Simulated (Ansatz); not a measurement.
Relaxation of BH₆NO₂ (10 atoms, charge 0, multiplicity 1), to a largest force component of 0.03 eV/Å in at most 50 steps.

Theory: Ansatz, RHF/def2-SVP.

```xyz
10
Properties=species:S:1:pos:R:3:forces:R:3
B 0.097 -0.351 0.318 -0.17 -0.25 2.03
N -0.059 -0.249 1.789 0.25 -0.51 -1.86
H -0.887 -0.559 2.252 0.00 -0.01 0.01
H 0.758 -0.316 2.360 -0.01 0.00 0.00
O 1.346 -0.287 -0.200 0.01 -0.01 -0.01
H 1.356 -0.322 -1.144 0.00 0.01 0.01
O -0.962 -0.513 -0.520 0.00 -0.01 0.00
H -1.810 -0.509 -0.109 0.00 0.00 0.00
H -0.182 2.033 0.199 0.00 0.85 -1.47
H -0.206 1.830 0.879 -0.08 -0.05 1.29
```

**Question.** Where does it end, and by what steps?

**Answer.** The forces met the threshold. The force dipped under the threshold on the way, but the program's further checks kept it going. After 20 steps the energy has fallen by 0.389 eV; H9 moved furthest, 1.73 Å.

```
step  energy less start (eV)  largest force component (eV/Å)  accepted
   0                  0.0000                           2.032       yes
   1                 -0.2201                           1.002       yes
   2                 -0.3066                           0.304       yes
   3                 -0.3430                           0.132       yes
   4                 -0.3586                           0.149       yes
   5                 -0.2977                           1.784        no
   6                 -0.3642                           0.058       yes
   7                 -0.3674                           0.118       yes
   8                 -0.3701                           0.236       yes
   9                 -0.3737                           0.159       yes
  10                 -0.3765                           0.171       yes
  11                 -0.3788                           0.373       yes
  12                 -0.3825                           0.198       yes
  13                 -0.3852                           0.014       yes
  14                 -0.3842                           0.480        no
  15                 -0.3868                           0.068       yes
  16                 -0.3875                           0.189       yes
  17                 -0.3880                           0.121       yes
  18                 -0.3887                           0.039       yes
  19                 -0.3889                           0.039       yes
  20                 -0.3890                           0.023       yes
```

```xyz
10
Properties=species:S:1:pos:R:3
B 0.171 -0.762 0.214
N 0.005 -0.227 1.514
H -0.873 -0.111 1.972
H 0.794 -0.023 2.089
O 1.432 -0.944 -0.261
H 1.445 -1.286 -1.141
O -0.877 -1.099 -0.597
H -1.736 -0.945 -0.241
H -0.545 3.440 1.140
H -0.368 2.713 1.135
```

Time of the run: 30 s on 1 thread of Arm Neoverse V1, with other jobs on the host, peak memory 0.14 GiB.
